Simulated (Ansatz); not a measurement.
The first iterations of a band of H2 + H4O4Zr (11 atoms, charge 0, multiplicity 1).

Method: Ansatz, RKS PBE-D4/def2-SVP.

- movable images: 7
- climbing image: yes
- spring: 2.0 to 10.0 eV/Å², energy-weighted
- optimiser: quadratic models (default)
- start path: through a guess of the saddle point
- force threshold: 0.05 eV/Å
- iteration limit: 60
- end points: relaxed

Initial state:

```xyz
11
Properties=species:S:1:pos:R:3
Zr -0.324 -0.400 -0.038
O -0.173 0.050 1.850
H -0.207 0.121 2.812
O 1.449 -0.590 -0.796
H 2.355 -0.627 -1.122
O -1.281 1.013 -0.955
H -1.723 1.738 -1.411
O -1.290 -2.068 -0.229
H -1.737 -2.896 -0.441
H 1.675 2.666 2.138
H 1.230 2.043 2.045
```

Final state:

```xyz
11
Properties=species:S:1:pos:R:3
Zr -0.007 0.332 -0.021
O 0.867 -0.238 2.143
H 0.072 -0.800 2.317
O 1.720 -0.045 -0.813
H 2.472 -0.555 -1.142
O -1.158 0.988 -1.424
H -1.644 1.429 -2.132
O -1.142 -1.091 0.825
H -1.951 -1.514 0.493
H 0.051 1.936 1.000
H 0.694 0.609 2.605
```

| iteration | highest image above the first end (eV) | largest band force component (eV/Å) |
| --- | --- | --- |
| 1 | 4.076 | 14.085 |
| 2 | 1.834 | 3.668 |
| 3 | 1.286 | 3.245 |
| 4 | 1.228 | 2.410 |
| 5 | 1.271 | 1.761 |
| 6 | 1.405 | 4.535 |
| 7 | 1.209 | 1.269 |
| 8 | 1.255 | 0.684 |
| 9 | 1.202 | 0.656 |
| 10 | 1.169 | 0.620 |
| 11 | 1.138 | 0.401 |
| 12 | 1.153 | 0.466 |
| 13 | 1.153 | 0.330 |
| 14 | 1.148 | 0.164 |
| 15 | 1.142 | 0.227 |
| 16 | 1.139 | 0.256 |

**Question.** Does the band converge within its limit, and where does its top end?

**Answer.** It converged. It ended after 49 iterations with the highest image 1.066 eV above the first end. Another band between the same ends (7 images) ends at a top of the same energy, where a vibrational analysis finds 1 clearly imaginary mode. The orbitals stay closed-shell, which can raise the energy where a bond breaks towards radicals; this wasn't checked here.

Run time: 4.3 min on 4 threads of INTEL(R) XEON(R) PLATINUM 8581C CPU @ 2.30GHz (Emerald Rapids), on a shared host, peak memory 0.2 GiB.
